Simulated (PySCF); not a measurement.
## Mayer bond orders and bond lengths

Compound: C₂H₉N₃Si₂.
Numbering: `[N:1]#[C:2][SiH2:3][CH2:4][NH:5][SiH2:6][NH2:7]` (hydrogens: H8, H9 on Si3; H10, H11 on C4; H12 on N5; H13, H14 on Si6; H15, H16 on N7)

Cartesian coordinates in Å at the GFN2-xTB level; atoms count from 1:
```xyz
16
C2H9N3Si2 angstrom
N      4.724   -0.100    0.971
C      3.755    0.170    0.423
Si     2.168    0.608   -0.462
C      0.731   -0.056    0.602
N     -0.536    0.248   -0.030
Si    -1.940   -0.722    0.195
N     -3.136    0.112   -0.724
H      2.134    2.073   -0.544
H      2.217   -0.022   -1.781
H      0.778    0.345    1.625
H      0.798   -1.141    0.699
H     -0.684    1.242   -0.118
H     -1.537   -2.061   -0.260
H     -2.496   -0.793    1.552
H     -4.071   -0.258   -0.691
H     -2.911    0.363   -1.673
```

Bond orders from the PBE0/pcSseg-1 density (PySCF). Geometry: GFN2-xTB, one conformer, isolated molecule.

**Question.** How far do the computed orders between heavy atoms stray from the drawn ones?

**Answer.** The largest departure is 0.183, at C2–Si3 (drawn single, 0.817). Drawn single, order below 0.88: C2–Si3 (0.817).

**Question.** Give the Mayer order of every bond between heavy atoms, beside its length.

**Answer.** 
```csv
bond,drawn as,length (Å),Mayer order
N1–C2,triple,1.146,2.934
C2–Si3,single,1.869,0.817
Si3–C4,single,1.907,0.929
C4–N5,single,1.448,0.939
N5–Si6,single,1.721,0.963
Si6–N7,single,1.724,1.041
```

By pair of heavy elements: C–N: lowest C4–N5 (0.939, 1.448 Å), highest N1–C2 (2.934, 1.146 Å). C–Si: lowest C2–Si3 (0.817, 1.869 Å), highest Si3–C4 (0.929, 1.907 Å); in 1 of the 1 pairs the longer bond (by over 0.003 Å) has the higher order (by 0.02 or more). N–Si: lowest N5–Si6 (0.963, 1.721 Å), highest Si6–N7 (1.041, 1.724 Å).

**Question.** And the bonds to hydrogen?

**Answer.** H–Si: 0.88 to 0.95 (4 bonds); C–H: 0.94 (2 bonds); H–N: 0.93 to 0.95 (3 bonds).

**Question.** Sum the orders of all bonds at each heavy atom with more than one neighbour and set the sums beside the valence in the SMILES.

**Answer.** C2 3.751 (drawn 4), Si3 3.648 (drawn 4), C4 3.742 (drawn 4), N5 2.829 (drawn 3), Si6 3.766 (drawn 4), N7 2.939 (drawn 3). Orders between atoms that aren't bonded are not in these sums.

Mayer orders depend on the basis set.
